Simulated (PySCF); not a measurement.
Compound: C7H9BO.
Atom-mapped SMILES: `[BH2:1][c:2]1[cH:3][cH:4][cH:5][c:6]([O:7][CH3:8])[cH:9]1` (hydrogens: H10, H11 on B1; H12 on C3; H13 on C4; H14 on C5; H15, H16, H17 on C8; H18 on C9)

Closed-shell single points with PySCF (density fitting; grid level 2 and gas phase unless stated) on one GFN2-xTB geometry.

**Question.** Rank these settings by the number of (spherical) basis functions, lowest first.
A. PBE0/ANO-RCC-VDZP, grid level 1, energy threshold 1e-07 Eh
B. PBE0/6-31++G**, start guess vsap
C. LDA/def2-SVPD, grid level 4
D. OLYP/6-31G, level shift 0.3 Eh
E. PBE0/pcSseg-1

**Answer.** D (99), A (171), E (198), B (216), C (255).

**Question.** Rank these settings by the HOMO energy, lowest first.
A. PBE0/ANO-RCC-VDZP, grid level 1, energy threshold 1e-07 Eh
B. PBE0/def2-SVPD
C. LDA/def2-SVPD, grid level 4
D. revPBE/def2-SVP, damping 0.3 at the start, DIIS from the seventh cycle
E. OLYP/6-31G, level shift 0.3 Eh

**Answer.** B (-6.69 eV), A (-6.56 eV), C (-5.89 eV), D (-5.47 eV), E (-5.17 eV).

All figures of these runs:

```csv
settings,basis functions,SCF cycles,E (Eh),HOMO (eV),LUMO (eV),dipole (D)
"PBE0/ANO-RCC-VDZP, grid level 1, energy threshold 1e-07 Eh",171,9,-371.8650,-6.56,-1.81,2.88
PBE0/pcSseg-1,198,14,-371.7132,-6.66,-1.94,2.98
"LDA/def2-SVPD, grid level 4",255,16,-368.6292,-5.89,-3.10,3.19
"OLYP/6-31G, level shift 0.3 Eh",99,13,-371.9689,-5.17,-2.21,3.23
"PBE0/6-31++G**, start guess vsap",216,14,-371.7777,-6.62,-1.91,2.93
PBE0/def2-SVPD,255,14,-371.5074,-6.69,-1.96,2.88
"revPBE/def2-SVP, damping 0.3 at the start, DIIS from the seventh cycle",171,22,-371.8220,-5.47,-2.61,3.15
```

Cycle counts include a coarse-grid stage where the run had one. All basis functions are spherical, in the Pople sets too. ANO-RCC sets were contracted for a scalar-relativistic Hamiltonian, but ran non-relativistically here.

The values belong to the conformer `[BH2:1][c:2]1[cH:3][cH:4][cH:5][c:6]([O:7][CH3:8])[cH:9]1`: C5–C6–O7–C8 0°.
